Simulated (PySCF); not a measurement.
Compound: C2H8AlClO.
Bonds: C1–O2, O2–C3, O2–Al4, Al4–Cl5. Hydrogens: H6, H7, H8 on C1; H9, H10, H11 on C3; H12, H13 on Al4.

Method used: PySCF 2.14.0, PBE0-D3(BJ)/def2-SVP geometry optimisation, gas phase.

Problem. How far are the bound atoms from Al4?

Solution. 4 atoms: H13 1.590 Å, H12 1.591 Å, O2 1.977 Å, Cl5 2.156 Å. The nearest atom not counted as bound is H8, at 2.89 Å.

Problem. List the angles at Al4.

Solution. 
```json
{"angle": "H12–Al4–H13", "degrees": "123.3", "distance of the outer atoms (Å)": "2.80"}
{"angle": "Cl5–Al4–H12", "degrees": "114.6", "distance of the outer atoms (Å)": "3.17"}
{"angle": "Cl5–Al4–H13", "degrees": "114.5", "distance of the outer atoms (Å)": "3.17"}
{"angle": "O2–Al4–H13", "degrees": "100.6", "distance of the outer atoms (Å)": "2.76"}
{"angle": "O2–Al4–H12", "degrees": "100.6", "distance of the outer atoms (Å)": "2.76"}
{"angle": "O2–Al4–Cl5", "degrees": "96.2", "distance of the outer atoms (Å)": "3.08"}
```

Problem. Describe the arrangement about Al4 in numbers.

Solution. Angles from 96.2° to 123.3°; τ4 = (360° − α − β)/141° = 0.87 with α and β the two widest (0 for a square, 1 for a tetrahedron).

Problem. What are the other bond lengths?

Solution. C1–O2, O2–C3 1.426 Å; C1–H6 and 5 like bonds 1.099 Å.

Problem. Give some angles away from the centre.

Solution. C1–O2–C3 114.1°, C1–O2–Al4 116.4°, C3–O2–Al4 116.7°.

Problem. What are the rotational constants (commonest isotopes, rigid rotor)?

Solution. A = 4185, B = 1882, C = 1780 MHz: a near-prolate asymmetric top.

Charge 0, singlet. Whether it is a minimum is left open (no frequencies).

Conformer computed: `[CH3:1][O+:2]([CH3:3])[AlH2-:4][Cl:5]`: C1–O2–Al4–Cl5 68°.

One conformer stands for the species.
